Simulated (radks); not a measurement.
Results of a calculation; reference values are marked as such.
Coherent X-ray form factor from a spherical all-electron density. Level of theory: scalar-relativistic Kohn-Sham, PBE, spin-polarised, spherical densities, point nucleus (a radial shooting solver on a logarithmic mesh with Libxc functionals).

| sin(theta)/lambda (1/angstrom) | f0 (electrons) |
|---|---|
| 0.05 | 2.887 |
| 0.1 | 2.611 |
| 0.15 | 2.297 |
| 0.2 | 2.033 |
| 0.25 | 1.843 |
| 0.3 | 1.709 |
| 0.4 | 1.521 |
| 0.5 | 1.353 |
| 0.6 | 1.182 |
| 0.8 | 0.863 |
| 1 | 0.613 |
| 1.25 | 0.398 |
| 1.5 | 0.261 |
| 2 | 0.120 |

The species is in the configuration that NIST lists as its ground one. Which atom or ion scatters so?

Answer. The beryllium ion Be+, [He] 2s1. Extrapolating in s^2 from the first two rows gives f0(0) = 3.0, near the electron count 3; among species with that count, the fall with angle is slower the higher Z, and the table is that of Z = 4; from so few rows the species is fixed only to a neighbour or two.
